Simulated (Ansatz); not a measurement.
Input file for Ansatz (a first-principles code): U-CCSD(T)/def2-TZVPP on CdH2 (SMILES [CdH2]), a point of a bond scan (R = 2.522 Å). Elements past Kr take the def2 small-core potentials; no spin–orbit coupling.

Ansatz 0.2 input:
```yaml
crystal:
  periodic: [false, false, false]
  atoms:
    - {symbol: Cd, position_ang: [0.00000000, 0.00000000, 0.00000000]}
    - {symbol: H, position_ang: [0.00000000, 0.00000000, 2.52175218]}
    - {symbol: H, position_ang: [-0.00000000, -0.00000000, -1.68116812]}
basis:
  gaussian:
    orbitals: def2-TZVPP
correlation: {method: ccsd_t, electrons: outside_noble_gas}
scf: {omitted_lower_state_checks: [cluster_reference]}
magnetization: {spin_polarized: true, initial_magnetization: 0}
```

It printed:

```
WARN ansatz: RAYON_NUM_THREADS=1 ignored (pool sized by the plan → 1); use --threads N
Functional definition: HF
these checks for a lower state are left out or cut short: cluster_reference
integrals: 0.10 GiB planned
539 factors; integrals over basis functions are off by at most 1.3e-3 eV
mean field: 0.14 GiB planned
mean field evaluation 1: about -4568.8910 eV, gradient 7.8e0 eV
mean field evaluation 2: about -4568.8901 eV, gradient 7.8e0 eV
mean field evaluation 4: about -4569.5835 eV, gradient 1.3e0 eV
mean field evaluation 8: about -4569.5962 eV, gradient 7.8e-4 eV
mean field evaluation 16: about -4569.6618 eV, gradient 3.4e-1 eV
mean field evaluation 32: about -4569.6687 eV, gradient 3.0e-4 eV
mean field -4569.66868213 eV, -167.9322266358 hartree, gradient 1.4e-6 eV, S^2 0.321651; 4 other end points of the search recorded, 0 dependent functions left out
4 core orbitals not correlated
reference -4569.66868213 eV, -167.9322266358 hartree; 7, 7 occupied and 73, 73 virtual orbitals, 539 factors
second order -12.33475664 eV of doubles, -0.00000000 eV of singles
coupled cluster: 0.32 GiB planned
cycle   1  -11.55342335 eV  change    7.8e-1 eV  update   9.0e-2
cycle   2  -11.89801014 eV  change   -3.4e-1 eV  update   4.7e-2
cycle   3  -12.01378451 eV  change   -1.2e-1 eV  update   3.8e-2
cycle   4  -12.05615559 eV  change   -4.2e-2 eV  update   2.6e-2
cycle   5  -12.14030906 eV  change   -8.4e-2 eV  update   1.5e-2
cycle   6  -12.15594805 eV  change   -1.6e-2 eV  update   6.2e-3
cycle   7  -12.15597708 eV  change   -2.9e-5 eV  update   2.0e-3
cycle   8  -12.15875138 eV  change   -2.8e-3 eV  update   9.5e-4
cycle   9  -12.15852708 eV  change    2.2e-4 eV  update   3.1e-4
cycle  10  -12.15846537 eV  change    6.2e-5 eV  update   1.1e-4
cycle  11  -12.15857956 eV  change   -1.1e-4 eV  update   4.2e-5
cycle  12  -12.15853939 eV  change    4.0e-5 eV  update   1.4e-5
cycle  13  -12.15854595 eV  change   -6.6e-6 eV  update   4.7e-6
coupled cluster: 0.32 GiB planned
perturbative correction -0.42370840 eV, -0.0155709966 hartree
Total energy: -4582.25093649 eV, -168.3946159547 hartree
Checks for a lower state left out: cluster_reference
```

Self-consistency was reached. Its determinant has ⟨S²⟩ = 0.32, a mixture of spin states.

Cost: roughly 6 core-seconds.
